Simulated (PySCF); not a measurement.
## Polarisability and C₆ of Nb⁺ (niobium, charge +1)

[Kr] 4d4, high-spin 5D determinant. All numbers are calculated (PySCF 2.14, scalar relativity through the core potential, in aug-cc-pwCVDZ-PP with ECP28MDF (6s6p5d3f, 70 functions)). Coupled (time-dependent) response in atomic units; α is the mean over directions. A double-zeta set is small for polarisabilities.

```csv
method,mean α (bohr³),"α xx, yy, zz",C₆ (like pair),S(−4)
UHF,22.96,"20.16, 20.16, 28.55",145.9,398.0
PBE,28.13,"23.99, 23.99, 36.41",182.9,691.3
PBE0,27.45,"29.43, 29.43, 23.48",178.6,612.6
M06,27.19,"23.09, 23.09, 35.38",174.5,635.4
BP86,28.45,"25.12, 25.12, 35.11",185.8,695.7
```

S(−4) is the Cauchy moment in α(ω) = α(0) + S(−4) ω² + …

Spin-orbit coupling is absent.

α(iu) at PBE:

```
u (hartree)  α(iu) (bohr³)
          0          28.13
     0.0500          26.56
      0.100          23.17
      0.200          17.11
      0.300          13.39
      0.500          9.174
      0.750          6.319
       1.00          4.651
       1.50          2.838
       2.00          1.903
       3.00          1.008
       5.00         0.4099
```

A single London oscillator, α(iu) = α/(1 + u²/ω²), gives C₆ = (3/4) ω α². Matching the computed C₆ needs ω = 4 × 182.9 / (3 × 28.13²) = 0.308 hartree.

For an ion, C₆ is the dispersion term alone; charge-induced terms of lower order in 1/R come first.

The components differ because the open shell of this determinant is not spherical; for a pure term their mean is the scalar polarisability.

Energies and moments cover only the electrons outside the core potential.
